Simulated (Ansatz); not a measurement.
C3H5N, SMILES `C=CN=C` (C–C–N–C torsion 180°) (charge 0, multiplicity 1).

All values below come from LDA/cc-pVTZ // B3LYP-D3(BJ)/def2-TZVP run with Ansatz (a first-principles code).

Ansatz 0.2 input:
```yaml
crystal:
  periodic: [false, false, false]
  atoms:
    - { symbol: C, position_ang: [-1.731458, -0.20339, 0.235891] }
    - { symbol: C, position_ang: [-0.424862, -0.2486, 0.480671] }
    - { symbol: N, position_ang: [0.480813, 0.507996, -0.268003] }
    - { symbol: C, position_ang: [1.713266, 0.417194, 0.016884] }
    - { symbol: H, position_ang: [-2.119309, 0.425614, -0.554343] }
    - { symbol: H, position_ang: [-2.429032, -0.789995, 0.817028] }
    - { symbol: H, position_ang: [-0.023214, -0.880576, 1.276389] }
    - { symbol: H, position_ang: [2.098039, -0.224253, 0.819324] }
    - { symbol: H, position_ang: [2.435765, 0.996013, -0.551767] }
basis:
  gaussian: { orbitals: cc-pVTZ }
hamiltonian:
  xc: lda
```

Output:

```
Functional definition: SPW92
967 factors; their error is unknown
mean field evaluation 1: about -4629.9658 eV, gradient 6.7e1 eV
mean field evaluation 2: about -4610.8588 eV, gradient 1.1e2 eV
mean field evaluation 4: about -4640.4024 eV, gradient 9.7e0 eV
mean field evaluation 8: about -4640.6000 eV, gradient 1.8e-1 eV
mean field evaluation 16: about -4640.5836 eV, gradient 4.2e-5 eV
mean field -4640.58364465 eV, -170.5383034402 hartree, gradient 2.5e-5 eV, S^2 0.000000; 0 other end points of the search recorded, 0 dependent functions left out
reference -4640.58367777 eV, -170.5383046575 hartree; 15, 15 occupied and 175, 175 virtual orbitals, 967 factors
Total energy: -4640.58367777 eV, -170.5383046575 hartree
```
